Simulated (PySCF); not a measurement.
trans-(1R,2R)-1-chloro-2-methylcyclopropane (C₄H₇Cl), SMILES C1[C@@H](C)[C@@H]1Cl.

Geometry optimised at B3LYP-D3(BJ)/def2-SVP.

Method: CAM-B3LYP/def2-TZVP run with PySCF.

Gas-phase values at a fixed geometry.

```
Quantity                                                                                                        Value
---------------------------------------------------------------------------------------------  ----------------------
total energy                                                                                       -616.79828 hartree
highest occupied level                                                                                       -9.02 eV
lowest empty level                                                                                            1.82 eV
orbital gap                                                                                                  10.84 eV
dipole moment                                                                                                  2.09 D
quadrupole, principal values (traceless, Buckingham form, about the centre of nuclear charge)   -3.02, 0.48, 2.54 D·Å
mean static polarisability                                                                       58.5 bohr³ (8.66 Å³)
polarisability, principal values                                                               49.7, 54.6, 71.1 bohr³
```
